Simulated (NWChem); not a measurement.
Program: NWChem. System: octasulfur (S8), charge 0, spin multiplicity 1, at a geometry optimised with PBE0/def2-SVP. Level: G0W0@HF/def2-SVP, RI basis def2-svp-rifit.

Input file:

```
start mol
memory heap 200 mb stack 700 mb global 1700 mb
geometry units angstroms nocenter noautoz
  S      1.846890     0.066840     1.709294
  S      1.517107     1.153562     0.000000
  S      1.846890     0.066840    -1.709294
  S      0.022003    -0.960261    -2.094454
  S     -1.440808     0.445796    -1.719593
  S     -2.373279    -0.258312     0.000000
  S     -1.440808     0.445796     1.719593
  S      0.022003    -0.960261     2.094454
  symmetry group Cs
end
basis spherical
  * library def2-svp
end
basis "ri basis" bse spherical
  * library def2-svp-rifit
end
dft
  xc hfexch
  iterations 100
  direct
  tolerances tight
end
task dft energy
gw
  states alpha occ 4 vir 2
end
task dft gw
```

NWChem printed:

```
             Northwest Computational Chemistry Package (NWChem) 7.3.0
             --------------------------------------------------------

                                NWChem Input Module
                                -------------------

 Scaling coordinates for geometry "geometry" by  1.889725989
 (inverse scale =  0.529177249)

 Turning off AUTOSYM since
 SYMMETRY directive was detected!

                             Geometry "geometry" -> ""
                             -------------------------

 Output coordinates in angstroms (scale by  1.889725989 to convert to a.u.)

  No.       Tag          Charge          X              Y              Z
 ---- ---------------- ---------- -------------- -------------- --------------
    1 S                   16.0000     1.84689000     0.06684000     1.70929400
    2 S                   16.0000     1.51710700     1.15356200     0.00000000
    3 S                   16.0000     1.84689000     0.06684000    -1.70929400
    4 S                   16.0000     0.02200300    -0.96026100    -2.09445400
    5 S                   16.0000    -1.44080800     0.44579600    -1.71959300
    6 S                   16.0000    -2.37327900    -0.25831200     0.00000000
    7 S                   16.0000    -1.44080800     0.44579600     1.71959300
    8 S                   16.0000     0.02200300    -0.96026100     2.09445400

 Effective nuclear repulsion energy (a.u.)    1230.2429166704

            Nuclear Dipole moment (a.u.)
            ----------------------------
        X                 Y               Z
 ---------------- ---------------- ----------------
    -0.0000604712    -0.0000000000     0.0000000000

      Symmetry information
      --------------------

 Group name             Cs
 Group number              2
 Group order               2
 No. of unique centers     5

      Symmetry unique atoms

     1    2    4    5    6


 Summary of "ao basis" -> "" (spherical)
 ------------------------------------------------------------------------------
       Tag                 Description            Shells   Functions and Types
 ---------------- ------------------------------  ------  ---------------------
 *                          def2-svp                  on all atoms

 new library libraries.bse/

 Summary of "ri basis" -> "" (spherical)
 ------------------------------------------------------------------------------
       Tag                 Description            Shells   Functions and Types
 ---------------- ------------------------------  ------  ---------------------
 *                       def2-svp-rifit               on all atoms

  xc_inp: hfexch multiplicative factor not found.

                                 NWChem DFT Module
                                 -----------------

 Summary of "ao basis" -> "ao basis" (spherical)
 ------------------------------------------------------------------------------
       Tag                 Description            Shells   Functions and Types
 ---------------- ------------------------------  ------  ---------------------
 S                          def2-svp                 8       18   4s3p1d

 Summary of "ao basis" -> "ao basis" (spherical)
 ------------------------------------------------------------------------------
       Tag                 Description            Shells   Functions and Types
 ---------------- ------------------------------  ------  ---------------------
 S                          def2-svp                 8       18   4s3p1d

[...]
   Bfn.  Coefficient  Atom+Function         Bfn.  Coefficient  Atom+Function
  ----- ------------  ---------------      ----- ------------  ---------------
    67      0.336245  4 S  pz               139      0.336245  8 S  pz
    13     -0.224016  1 S  pz                49     -0.224016  3 S  pz
    64      0.218707  4 S  pz               136      0.218707  8 S  pz
    12     -0.202141  1 S  py                48      0.202141  3 S  py
    85     -0.172135  5 S  pz               121     -0.172135  7 S  pz

 Vector   65  Occ=0.000000D+00  E= 5.698613D-02  Symmetry=a'
              MO Center= -2.7D-01,  1.3D-01,  1.7D-12, r^2= 6.7D+00
   Bfn.  Coefficient  Atom+Function         Bfn.  Coefficient  Atom+Function
  ----- ------------  ---------------      ----- ------------  ---------------
    30      0.506095  2 S  py               101      0.506170  6 S  px
    94      0.484706  6 S  s                 22     -0.455165  2 S  s
    85     -0.404566  5 S  pz               121      0.404566  7 S  pz
    13     -0.380902  1 S  pz                49      0.380902  3 S  pz
    76     -0.338595  5 S  s                112     -0.338595  7 S  s

 Vector   66  Occ=0.000000D+00  E= 5.734297D-02  Symmetry=a"
              MO Center=  3.0D-01, -2.0D-01, -1.3D-12, r^2= 7.2D+00
   Bfn.  Coefficient  Atom+Function         Bfn.  Coefficient  Atom+Function
  ----- ------------  ---------------      ----- ------------  ---------------
    66      0.480000  4 S  py               138     -0.480000  8 S  py
    11     -0.430788  1 S  px                47      0.430788  3 S  px
    58      0.424904  4 S  s                130     -0.424904  8 S  s
    76     -0.323381  5 S  s                112      0.323381  7 S  s
   103     -0.306295  6 S  pz                84      0.280051  5 S  py

 Vector   67  Occ=0.000000D+00  E= 7.687190D-02  Symmetry=a"
              MO Center=  3.4D-01, -1.4D-01,  3.6D-13, r^2= 7.0D+00
   Bfn.  Coefficient  Atom+Function         Bfn.  Coefficient  Atom+Function
  ----- ------------  ---------------      ----- ------------  ---------------
    65     -0.572968  4 S  px               137      0.572968  8 S  px
    31      0.567001  2 S  pz                 4     -0.343119  1 S  s
    40      0.343119  3 S  s                 84      0.325450  5 S  py
   120     -0.325450  7 S  py                11      0.321163  1 S  px
    47     -0.321163  3 S  px                76     -0.216408  5 S  s

 center of mass
 --------------
 x =  -0.00000047 y =  -0.00000000 z =   0.00000000

 moments of inertia (a.u.)
 ------------------
        2760.607516384652        -146.502268662247           0.000000000000
        -146.502268662247        4503.005776610953           0.000000000000
           0.000000000000           0.000000000000        2575.422322445951

     Multipole analysis of the density
     ---------------------------------

     L   x y z        total         alpha         beta         nuclear
     -   - - -        -----         -----         ----         -------
     0   0 0 0      0.000000    -64.000000    -64.000000    128.000000

     1   1 0 0     -0.002033     -0.000986     -0.000986     -0.000060
     1   0 1 0      0.043560      0.021780      0.021780     -0.000000
     1   0 0 1      0.000000      0.000000      0.000000      0.000000

     2   2 0 0    -77.852126   -579.125128   -579.125128   1080.398131
     2   1 1 0     -0.198010    -36.756567    -36.756567     73.315125
     2   1 0 1     -0.000000     -0.000000     -0.000000     -0.000000
     2   0 2 0    -78.678497   -143.558220   -143.558220    208.437943
     2   0 1 1     -0.000000     -0.000000     -0.000000      0.000000
     2   0 0 2    -78.393690   -625.732652   -625.732652   1173.071614

 Task  times  cpu:        5.3s     wall:        5.3s

                                NWChem Input Module
                                -------------------

                                 NWChem GW Module
                                 ----------------

                             ***********************
                             ***        GW       ***
                             ***********************

 Summary of "ri basis" -> "ri basis" (spherical)
 ------------------------------------------------------------------------------
       Tag                 Description            Shells   Functions and Types
 ---------------- ------------------------------  ------  ---------------------
 S                       def2-svp-rifit             20       62   8s5p5d2f

                 Memory Information
                 ------------------
          Available GA per process is          1699.8 MBs
          Available stack per process is        700.0 MBs
          Available heap per process is         199.9 MBs

          Peak memory in Initialization
              Peak GA per process is                 37.6 MBs
              Peak stack per process is               0.1 MBs
              Peak heap per process is               38.9 MBs
              Memory not in MA per process            0.0 MBs

          Peak memory in AFF Calculation
              Peak GA per process is                254.9 MBs
              Peak stack per process is             200.0 MBs
              Peak heap per process is                0.1 MBs
              Memory not in MA per process          200.0 MBs

          Computing 2-center integrals
          Computing Inverse Cholesky factor
          Computing 3-center integrals
          Computing V_xc ...
          Computing Sigma_x
          Computing RPA polarizability
          Solving quasiparticle equations

                  Alpha Orbitals
          State     Energy (eV)     Error (eV)
          -----------------------------------
@GW        61         -9.863           0.002
@GW        62         -9.659           0.002
@GW        63         -9.450           0.002
@GW        64         -8.549           0.002
@GW        65          0.519           0.002
@GW        66          0.517           0.002

   Applying   0.8240 eV scissor-shift to rest of particle states

   Applying  -1.0318 eV scissor-shift to rest of hole states

     GW Timing Statistics
   ------------------------
   Init.   :          0.0s
     ERIs  :          1.3s
     Distr.:          0.1s
     Vxc   :          0.6s
   Sigma_x :          0.0s
   RPA     :         19.4s
   Wmn     :          0.1s
   Sigma_c :          0.1s
   GW total:         21.6s

 Task  times  cpu:       21.6s     wall:       21.6s

 Total times  cpu:       26.9s     wall:       26.9s
```
